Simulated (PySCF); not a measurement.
SMILES COCCOCCOC (C6H14O3), singlet (GFN2-xTB optimised geometry):

```
23

C     -3.785     0.992     0.000
O     -3.190    -0.283     0.000
C     -1.784    -0.283     0.000
C     -1.174     0.099    -1.362
O      0.233     0.114    -1.359
C      0.843    -1.158    -1.320
C      2.321    -0.982    -1.653
O      2.946    -2.241    -1.580
C      4.321    -2.184    -1.861
H     -4.848     0.829     0.171
H     -3.652     1.511    -0.955
H     -3.379     1.617     0.804
H     -1.392     0.397     0.771
H     -1.502    -1.308     0.255
H     -1.461     1.121    -1.624
H     -1.557    -0.588    -2.131
H      0.380    -1.832    -2.053
H      0.757    -1.617    -0.326
H      2.773    -0.279    -0.938
H      2.424    -0.553    -2.661
H      4.848    -1.539    -1.147
H      4.697    -3.202    -1.778
H      4.505    -1.808    -2.875
```

Calculation: CAM-B3LYP/def2-SVP in PySCF.

Task: What are the frontier orbital energies and the dipole moment?

Result: HOMO-2 -9.33 eV, HOMO-1 -8.78 eV, HOMO -8.32 eV, LUMO 2.82 eV, LUMO+1 2.87 eV; dipole moment 1.29 D.

On the same geometry PySCF with PBE/def2-SVP gives HOMO-2 -6.18 eV, HOMO-1 -5.68 eV, HOMO -5.30 eV, LUMO 1.01 eV, LUMO+1 1.08 eV; dipole moment 1.12 D.

Meta-Löwdin charges at CAM-B3LYP/def2-SVP: C1 -0.07, O2 -0.40, C3 0.03, C4 0.03, O5 -0.41, C6 0.04, C7 0.05, O8 -0.40, C9 -0.07, H10 0.11, H11 0.08, H12 0.08, H13 0.07, H14 0.10, H15 0.10, H16 0.08, H17 0.08, H18 0.08, H19 0.08, H20 0.08, H21 0.08, H22 0.11, H23 0.08.
